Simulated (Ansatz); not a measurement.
Geometry optimisation, Ansatz 0.2.0, RKS PBE-D4/def2-SVP.

Input file:

```yaml
crystal:
  periodic: [false, false, false]
  atoms:
    - { symbol: Ti, position_ang: [0.0, 0.0, 0.0] }
    - { symbol: Cl, position_ang: [0.0, 0.0, 2.72] }
    - { symbol: O, position_ang: [1.8106, 0.0, -0.6394] }
    - { symbol: H, position_ang: [2.1269, -0.9521, -0.756] }
    - { symbol: O, position_ang: [-0.9043, 1.5667, -0.6394] }
    - { symbol: H, position_ang: [-1.8621, 1.336, -0.8617] }
    - { symbol: O, position_ang: [-0.9043, -1.5667, -0.6394] }
    - { symbol: H, position_ang: [-1.359, -2.0324, 0.133] }
    - { symbol: O, position_ang: [1.1643, 1.7558, 0.7] }
    - { symbol: H, position_ang: [1.9412, 1.4421, 1.264] }
    - { symbol: H, position_ang: [0.823, 1.2411, 1.9123] }
basis:
  gaussian: { orbitals: def2-SVP }
hamiltonian:
  xc: pbe
  dispersion: d4
relax:
  f_tol: 0.15
  max_steps: 25
  restrain:
    - { distance: [0, 8], at: 1.92, k: 30.0 }
    - { distance: [10, 1], at: 1.37, k: 30.0 }
    - { distance: [0, 1], at: 3.57, k: 30.0 }
    - { distance: [10, 8], at: 2.21, k: 30.0 }
```

Run as:

```bash
$ ansatz run input.yaml --threads 4 --pin off --max-ram 5120MiB --backend cpu --events-out ev --progress --plain --runs-dir out
```

Where does it end, and by what steps?

The run converged. The restraints hold the end off the free minimum; the threshold counts their pulls, which the force column leaves out. Restrained pairs: Ti1–O9 (2.22 → 1.89 Å), Cl2–H11 (1.69 → 1.34 Å), Ti1–Cl2 (2.72 → 3.58 Å), O9–H11 (1.36 → 2.20 Å). After 18 steps the energy has fallen by 2.614 eV (the restraints' own energy left out); H8 moved furthest, 1.50 Å.

```
step  energy less start (eV)  largest force component (eV/Å)  accepted
   0                  0.0000                           4.959       yes
   1                  0.2609                           4.419       yes
   2                  0.4073                           4.210       yes
   3                 -0.1560                           2.901       yes
   4                 -1.1630                           2.028       yes
   5                 -1.6975                           1.818       yes
   6                 -2.0485                           1.129       yes
   7                 -2.2634                           0.948       yes
   8                 -2.3647                           0.805       yes
   9                 -2.4208                           0.828       yes
  10                 -2.4723                           0.783       yes
  11                 -2.4595                           1.122        no
  12                 -2.4993                           0.795       yes
  13                 -2.5157                           0.810       yes
  14                 -2.5280                           0.803       yes
  15                 -2.5480                           0.775       yes
  16                 -2.5874                           0.682       yes
  17                 -2.6014                           0.778       yes
  18                 -2.6143                           0.683       yes
```

```xyz
11
Properties=species:S:1:pos:R:3
Ti 0.434 0.332 -0.301
Cl -1.205 0.149 2.874
O 1.526 0.041 -1.696
H 1.884 -0.830 -1.948
O -0.984 1.318 -0.811
H -1.797 1.016 -1.251
O -0.090 -1.272 0.309
H -0.544 -1.334 1.178
O 1.333 1.294 1.054
H 2.306 1.312 1.089
H -0.026 0.764 2.697
```

Run time: 33 s on 4 threads of Arm Neoverse V2, with other jobs on the host, peak memory 0.21 GiB.
